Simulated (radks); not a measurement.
Task: Isoelectronic series with 40 electrons, each ion in its NIST ground configuration. Calculated with a radial shooting solver on a logarithmic mesh with Libxc functionals: Dirac Kohn-Sham, PBE, spin-unpolarised, spherical densities, point nucleus; open shells are shared between the two j in proportion to 2j + 1. Total energies (hartree) and orbital eigenvalues (eV) (* marks an orbital that is empty in some or all of the ions):

ion,configuration,E (hartree),4d5/2,4d3/2,5s1/2*
Zr,[Kr] 4d2 5s2,-3598.95598,-3.5483,-3.6772,-4.4390
Rh5+,[Kr] 4d4,-4778.81534,-70.5465,-71.1328,-52.3712
Sn10+,[Kr] 4d4,-6147.20349,-194.5488,-196.0603,-137.3320
Nd20+,[Kr] 4d4,-9468.1437,-579.3944,-584.8316,-400.9726
Tb25+,[Kr] 4d4,-11434.0388,-837.7229,-846.6248,-579.3519
Yb30+,[Kr] 4d4,-13614.9325,-1139.439,-1153.175,-789.5252
Re35+,[Kr] 4d4,-16021.6140,-1484.417,-1504.678,-1032.472

Estimate the row of Cs15+ ([Kr] 4d4).

Result: E (hartree) -7708.3220; 4d5/2 -364.7671; 4d3/2 -367.8238; 5s1/2* -253.7184.
